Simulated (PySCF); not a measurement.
**A search over the determinants of SnSe⁺**

Unrestricted PBE0; basis Sn def2-SVP with ECP28, Se def2-SVP; scalar-relativistic core potentials; PySCF 2.14. Outer shells of the fragments: Sn+ 4d10 5s2 5p1; Se 3d10 4s2 4p4.

Followed along the bond (rough minima from three points):

| 2Ms+1 | unpaired | ⟨S²⟩ at the start | R at minimum (Å) | Te (eV) |
| --- | --- | --- | --- | --- |
| 2 | π ↑ | 0.76 | 2.51 | 0.00 |
| 2 | σ ↑ | 0.76 | 2.36 | 0.60 |
| 4 | π ↑↑↑ | 3.76 | none in the scan | ≤ 1.89 |

Solutions found at the starting distance of 2.565 Å, counted from the lowest of them; the search is not exhaustive and high or unbound solutions are not listed, so other states can lie among these:

| 2Ms+1 | unpaired | term | E (eV) | ⟨S²⟩ | ⟨Lz²⟩ | μ (D) |
| --- | --- | --- | --- | --- | --- | --- |
| 2 | π ↑ | ²Π | 0.00 | 0.76 | 1.02 | -3.17 |
| 2 | σ ↑ | ²Σ⁺ | 0.86 | 0.76 | 0.00 | -4.14 |
| 4 | π ↑↑↑ | ⁴Π | 2.28 | 3.76 | 1.00 | 1.03 |
| 4 | σ ↑, π ↑↑ | mixed | 2.46 | 3.76 | 2.01 | -1.28 |
| 4 | σ ↑, π ↑↑ | mixed | 2.69 | 3.76 | 2.01 | -1.48 |
| 2 | π ↑↑↓ | mixed | 2.72 | 1.76 | 3.02 | 1.01 |
| 2 | σ ↓, π ↑↑ | mixed | 2.97 | 1.77 | 2.01 | -1.12 |
| 2 | σ ↓, π ↑↑ | mixed | 3.21 | 1.77 | 2.01 | -1.33 |
| 4 | σ ↑, π ↑↑ | ⁴Σ⁻ | 4.73 | 3.75 | 0.00 | 0.71 |
| 4 | σ ↑↑, π ↑ | ⁴Π | 4.86 | 3.75 | 1.01 | -1.19 |
| 2 | σ ↓, π ↑↑ | mixed | 5.01 | 1.75 | 0.00 | 0.58 |

A term symbol is given only where ⟨S²⟩ and ⟨Lz²⟩ are close to those of a pure state; real π, δ and φ orbitals otherwise mix terms. A positive dipole points towards Se; it is taken about the centre of mass and depends on that origin.

Problem. Compare the gap between the two lowest followed solutions at the starting distance with the gap between their minima.

Solution. At PBE0 the second solution (doublet, unpaired electrons σ ↑) lies +0.86 eV from the first (doublet, unpaired electrons π ↑) at 2.565 Å and +0.60 eV at the minima; the two curves relax by different amounts, since their minima lie near 2.36 and 2.51 Å.

Spin–orbit coupling is left out. Counting both spins, an empty level lies below a filled one in some of these solutions, because spin and occupation are held.
